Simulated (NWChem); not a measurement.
# C₄H₅NS; SMILES Nc1ccsc1

```xyz
11

N      0.2594    -2.3793    -0.0624
C      0.0734    -1.0049    -0.0013
C     -1.2254    -0.3989    -0.0051
C     -1.1738     0.9681    -0.0041
S      0.4381     1.5463    -0.0072
C      1.0723    -0.0554     0.0042
H     -0.4659    -2.9202     0.3929
H      1.1799    -2.6951     0.2171
H     -2.1568    -0.9680    -0.0177
H     -2.0102     1.6659    -0.0066
H      2.1485    -0.2208     0.0039
```
Atoms are numbered in this order, from 1.

Results from NWChem. Pople sets run with spherical d functions. STO-3G and 3-21G are far too small for this property and stand as cheap habits. The geometry was optimised at PBE0/def2-SVP. Vertical excitations in the gas phase; the lowest state need not have the same character in each row.

### Question
Taking Hartree-Fock/6-31+G*, CIS as the yardstick, which of these has the fewest basis functions while keeping “lowest excitation, singlet (eV)” within 0.05 eV of it: Hartree-Fock/3-21G, CIS; Hartree-Fock/def2-SVP, CIS; Hartree-Fock/6-31G*, CIS?

### Answer
none of them.
```
level                       basis functions  lowest excitation, singlet (eV)  relative time (rough)
--------------------------  ---------------  -------------------------------  ---------------------
Hartree-Fock/3-21G, CIS                  68                             6.34                      1
Hartree-Fock/6-31G*, CIS                 98                             6.13                      5
Hartree-Fock/def2-SVP, CIS              113                             6.09                      4
Hartree-Fock/6-31+G*, CIS               122                             5.47                      9
```

The yardstick is one finite set, not the basis-set limit.
